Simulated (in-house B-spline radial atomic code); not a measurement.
A radial electron density 4πr²n(r) was computed for an atom or ion in its tabulated ground configuration with a B-spline radial code for spherical atoms; method: non-relativistic Hartree-Fock, spin-polarised, averaged over the determinants with the given up and down occupations. Columns: r (bohr), 4πr²n(r) (electrons per bohr), bar.

```
  0.0207  0.06572 #
  0.0244  0.08931 #
  0.0287   0.1204 ##
  0.0337   0.1612 ###
  0.0396   0.2149 ###
  0.0466   0.2854 ####
  0.0548    0.376 ######
  0.0645   0.4918 ########
  0.0758   0.6354 ##########
  0.0891   0.8119 #############
   0.105    1.027 ################
   0.123    1.269 ####################
   0.145    1.552 ########################
    0.17    1.846 #############################
     0.2    2.151 #################################
   0.236     2.44 ######################################
   0.277    2.668 #########################################
   0.326     2.81 ############################################
   0.383    2.831 ############################################
   0.451    2.708 ##########################################
    0.53    2.442 ######################################
   0.623    2.057 ################################
   0.733    1.598 #########################
   0.862    1.135 ##################
    1.01   0.7393 ###########
    1.19   0.4361 #######
     1.4   0.2582 ####
    1.65   0.1875 ###
    1.94   0.1907 ###
    2.28   0.2265 ####
    2.68   0.2617 ####
    3.15   0.2737 ####
    3.71   0.2524 ####
    4.36   0.2024 ###
    5.13   0.1383 ##
    6.03  0.07905 #
    7.09  0.03668 #
    8.34  0.01333 
     9.8 0.003689 
    11.5 0.0007485 
    13.6 9.399e-05
```

**Question.** Which atom or ion is it?
A. Li
B. H
C. Li+
D. C+

**Answer.** A. The area under the curve, ∫4πr²n dr = ∫r·4πr²n d(ln r) on this logarithmic grid, is 3 electrons, which only this option has. The configuration is [He] 2s1.
